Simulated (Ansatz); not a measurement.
The same path of F2H4Si2 + H3P (12 atoms, charge 0, multiplicity 1) was run twice with different band settings. Lost on the way: Si1–Si2, P9–H12. Made: Si1–P9, Si2–H12.

Computed with Ansatz, RKS LDA/def2-SVP.

Relaxed end points:

```xyz
12
Properties=species:S:1:pos:R:3
Si 0.272 -0.144 0.151
Si 0.173 -0.245 2.482
H -0.651 -1.419 2.934
H 1.582 -0.423 2.992
H -0.382 1.037 3.042
H 1.651 -0.227 -0.435
F -0.378 1.241 -0.385
F -0.588 -1.350 -0.509
P -3.376 0.140 1.134
H -2.609 -0.911 0.510
H -2.771 -0.105 2.422
H -2.381 1.125 0.786
```

```xyz
12
Properties=species:S:1:pos:R:3
Si -0.755 0.080 -0.168
Si 0.253 -0.230 3.196
H 0.077 -0.785 4.583
H 1.342 -0.971 2.474
H 0.582 1.236 3.266
H 0.339 0.821 0.540
F -0.676 0.502 -1.726
F -0.401 -1.495 -0.093
P -2.829 0.483 0.583
H -3.325 0.405 -0.772
H -3.014 -0.932 0.795
H -1.048 -0.397 2.445
```

Common settings: movable images 9; climbing image yes; spring 5.0 eV/Å²; optimiser quadratic models (default); force threshold 0.05 eV/Å; iteration limit 60; end points relaxed.

| run | start path |
| --- | --- |
| 1 | through a guess of the saddle point |
| 2 | straight line |

**Question.** What does each run give, and how far can it be trusted?

**Answer.** Run 1: converged after 43 iterations, highest image 1.732 eV above the first end. The profile has 2 maxima (images 5, 8) with wells between them (image 7): this band takes more than one step, which may be the mechanism or a detour left from its start path. A structure lower than the last end lies on the path between it and the top, so the climb from that side starts below the end, which may itself be a saddle point or a shallow side well. Neighbouring images differ by up to 1.9 eV, so the band resolves the path poorly. A vibrational analysis at the climbing image gives one clearly imaginary mode, 754i cm⁻¹: a first-order saddle point.
Run 2: converged after 41 iterations, highest image 1.723 eV above the first end. A structure lower than the last end lies on the path between it and the top, so the climb from that side starts below the end, which may itself be a saddle point or a shallow side well. Neighbouring images differ by up to 1.9 eV, so the band resolves the path poorly. The order of the stationary point at the top wasn't checked.
The orbitals stay closed-shell, which can raise the energy where a bond breaks towards radicals; this wasn't checked here.
